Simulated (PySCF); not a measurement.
Compound: C5H6NO2 (doublet state).
Cartesian coordinates in Å at the GFN2-xTB level; atoms count from 1:
```xyz
14
C5H6NO2 angstrom
C      3.3533    0.2207    0.9481
C      2.1510    0.2852    1.4513
O      0.9252    0.3899    0.9781
C      0.4368   -0.5270    0.0993
C     -0.8693   -0.5635   -0.2052
N     -1.7947    0.3219    0.3190
C     -3.1108    0.3051   -0.0158
O     -3.6172   -0.4620   -0.7940
H      4.2121    0.0920    1.5820
H      3.5652    0.3666   -0.1118
H      1.1405   -1.2364   -0.3119
H     -1.2712   -1.2817   -0.9000
H     -1.4444    0.9991    0.9820
H     -3.6772    1.0896    0.5167
```

The hyperfine couplings belong to this conformer and change with its torsions.

The species is `C=[C]O/C=C\NC=O` [radical].

Method used: UKS B3LYP, pcH-1 on C H N O, non-relativistic, mean-field spin-orbit, GIAO (PySCF 2.14.0). The structure is a single GFN2-xTB conformer in the gas phase; no vibrational or solvent corrections. A GFN2-xTB geometry isn't a minimum of the functional, and hyperfine couplings can be far from their values at a DFT geometry. Stability of the SCF solution: not tested.

(1) The isotropic 13C couplings are +441.3, +72.5, +8.7, +5.9 MHz. Assign them to C1; C2; C4; C5.

(2) The isotropic 17O couplings are -106.1, -0.5 MHz. Assign them to O3; O8.

Answers

(1) 
| site | a_iso (MHz) | ρ(0) (bohr⁻³) | position | distance from C2 (Å) | spin population | largest \|T\| (MHz) |
| --- | --- | --- | --- | --- | --- | --- |
| C1 | +72.5 | +0.0645 | 1 bond from C2 | 1.30 | -0.10 | 21.1 |
| C2 | +441.3 | +0.3925 | largest spin population | 0.00 | +0.86 | 123.3 |
| C4 | +8.7 | +0.0077 | 2 bonds from C2 | 2.33 | -0.02 | 10.0 |
| C5 | +5.9 | +0.0052 | 3 bonds from C2 | 3.55 | +0.08 | 12.4 |

(2) 
```csv
site,a_iso (MHz),ρ(0) (bohr⁻³),position,distance from C2 (Å),spin population,largest |T| (MHz)
O3,-106.1,+0.1750,1 bond from C2,1.32,+0.09,45.8
O8,-0.5,+0.0009,6 bonds from C2,6.23,+0.01,2.5
```

ρ(0) is the spin density at the nucleus and T the dipolar tensor. The largest Mulliken spin populations are on C2 (+0.86), C1 (-0.10), O3 (+0.09) and C5 (+0.08). C2 is the only atom above +0.15.

Hardware: one thread, Arm Neoverse V1 (aarch64) (shared host). Cost: 67 s wall (with the writing of density and orbital grids), 0.90 GiB resident at most.
